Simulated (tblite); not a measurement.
C7H15BS.
Bonds: C1–C2 (double), C2–C3, C3–C4, C4–C5, C4–C6, C4–B7, B7–S8, S8–C9. Hydrogens: H10, H11 on C1; H12 on C2; H13, H14 on C3; H15, H16, H17 on C5; H18, H19, H20 on C6; H21 on B7; H22, H23, H24 on C9.

Computed with GFN2-xTB (tblite), gas phase: L-BFGS steps from a force-field or distance-geometry start until the largest atomic force falls under 0.01 eV/Å.

Step 2: E = -736.2080 eV
```
atom  x, y, z in Å  |  force x, y, z in eV/Å
C1      2.4095    1.9284   -0.0769   -0.421  -0.870  -0.218
C2      1.8603    0.8538   -0.6373    0.559   0.947   0.120
C3      1.7529   -0.4357    0.0838   -0.458  -0.184  -0.025
C4      0.2490   -0.7848    0.1763    0.098   0.021  -0.444
C5     -0.3051   -0.9722   -1.2529    0.118   0.409   0.474
C6      0.0032   -2.1308    0.9007    0.375   0.072  -0.422
B7     -0.5983    0.2183    1.0501   -0.486  -0.918   0.163
S8     -2.4500    0.0895    0.8042   -0.161   0.043   0.036
C9     -3.0233    1.5848   -0.0989    0.565  -0.421  -0.267
H10     2.7780    1.8810    0.9334    0.080   0.124  -0.015
H11     2.4901    2.8469   -0.6012    0.072   0.542  -0.160
H12     1.4706    0.8901   -1.6534    0.178   0.036   0.272
H13     2.2841   -1.1971   -0.4950   -0.011  -0.147   0.232
H14     2.1856   -0.3300    1.0804    0.020  -0.185  -0.079
H15    -0.8673   -0.0928   -1.5625    0.085  -0.194  -0.219
H16    -0.9422   -1.8340   -1.2480   -0.458  -0.212  -0.291
H17     0.5253   -1.1445   -1.9079    0.148  -0.128  -0.595
H18     0.4553   -2.1207    1.8765    0.270  -0.208   0.286
H19    -1.0632   -2.2215    1.0214   -0.342  -0.363   0.095
H20     0.3855   -2.9647    0.2824   -0.114   0.441   0.460
H21    -0.2318    0.4344    2.1250    0.116   0.609   0.238
H22    -2.4688    1.6587   -1.0384   -0.076   0.140   0.234
H23    -2.8379    2.4100    0.5621   -0.058   0.475  -0.014
H24    -4.0730    1.4526   -0.3162   -0.098  -0.030   0.142
```

Step 3: E = -736.2941 eV
```
atom  x, y, z in Å  |  force x, y, z in eV/Å
C1      2.4056    1.9253   -0.0780    0.027   0.168  -0.007
C2      1.8703    0.8648   -0.6356    0.049  -0.146  -0.156
C3      1.7493   -0.4331    0.0805   -0.368  -0.118  -0.037
C4      0.2462   -0.7824    0.1692    0.155  -0.008  -0.218
C5     -0.3041   -0.9718   -1.2545    0.173   0.173   0.313
C6      0.0048   -2.1265    0.9003    0.207   0.166  -0.167
B7     -0.6102    0.1912    1.0646   -0.339  -0.666  -0.014
S8     -2.4505    0.0903    0.8053   -0.294  -0.050   0.069
C9     -3.0179    1.5849   -0.1013    0.460  -0.460  -0.011
H10     2.7774    1.8834    0.9261    0.133   0.105   0.174
H11     2.4914    2.8515   -0.6000    0.048   0.385  -0.088
H12     1.4757    0.8910   -1.6446    0.131   0.082   0.082
H13     2.2836   -1.2008   -0.4873   -0.035  -0.103   0.149
H14     2.1844   -0.3362    1.0746    0.009  -0.140   0.022
H15    -0.8632   -0.1004   -1.5663   -0.035   0.037  -0.272
H16    -0.9489   -1.8307   -1.2549   -0.387  -0.192  -0.261
H17     0.5234   -1.1460   -1.9192    0.074  -0.122  -0.469
H18     0.4606   -2.1275    1.8775    0.213  -0.121   0.221
H19    -1.0635   -2.2311    1.0218   -0.252  -0.295   0.103
H20     0.3828   -2.9537    0.2943    0.034   0.152   0.190
H21    -0.2309    0.4501    2.1238    0.113   0.524   0.274
H22    -2.4714    1.6621   -1.0311    0.121   0.134  -0.093
H23    -2.8415    2.4123    0.5532    0.005   0.568   0.109
H24    -4.0652    1.4529   -0.3107   -0.241  -0.072   0.084
```

Problem. Estimate the geometry and energy of step 4. (The exact step hangs on the optimiser's Hessian estimate; all steps are aligned on step 3, rigid shifts and turns removed.)

Solution. E = -736.3760 eV, largest force 0.505 eV/Å
```
atom  x, y, z in Å  |  force x, y, z in eV/Å
C1      2.4035    1.9320   -0.0798    0.203   0.390   0.105
C2      1.8818    0.8692   -0.6356   -0.125  -0.392  -0.109
C3      1.7402   -0.4305    0.0748   -0.021  -0.120   0.116
C4      0.2451   -0.7795    0.1591    0.059  -0.044   0.088
C5     -0.2993   -0.9720   -1.2548   -0.007  -0.153  -0.135
C6      0.0077   -2.1162    0.9011   -0.080   0.066   0.212
B7     -0.6303    0.1453    1.0831   -0.006  -0.160   0.076
S8     -2.4573    0.0894    0.8084   -0.415  -0.247   0.147
C9     -3.0049    1.5777   -0.1017    0.097  -0.106   0.306
H10     2.7795    1.8884    0.9214    0.140   0.120   0.243
H11     2.4937    2.8623   -0.5988    0.024   0.283  -0.073
H12     1.4840    0.8940   -1.6340    0.036   0.097  -0.221
H13     2.2819   -1.2070   -0.4749   -0.080  -0.065   0.028
H14     2.1826   -0.3466    1.0677   -0.056  -0.067   0.074
H15    -0.8594   -0.1079   -1.5765   -0.069   0.180  -0.254
H16    -0.9633   -1.8285   -1.2683   -0.144  -0.007  -0.188
H17     0.5207   -1.1497   -1.9409   -0.066  -0.106  -0.219
H18     0.4707   -2.1381    1.8811    0.101   0.024   0.084
H19    -1.0664   -2.2485    1.0238    0.001  -0.151   0.100
H20     0.3814   -2.9396    0.3106    0.201  -0.164  -0.124
H21    -0.2280    0.4795    2.1267   -0.018   0.287   0.002
H22    -2.4707    1.6688   -1.0262    0.297   0.084  -0.361
H23    -2.8458    2.4252    0.5434    0.047   0.349   0.047
H24    -4.0592    1.4517   -0.3021   -0.118  -0.099   0.055
```

The energy changes by -0.0819 eV. The first-order estimate −F·Δx gives -0.1276 eV and the mean of the old and new forces, exact on a quadratic surface, -0.0815 eV. The step makes an angle of 41° with the force vector and moves no atom by more than 0.053 Å.

What follows is the cost of the whole relaxation. Hardware: an Arm Neoverse N1 with one thread, shared host with 64 logical CPUs at a one-minute load of 60. Cost: 4.3 s.
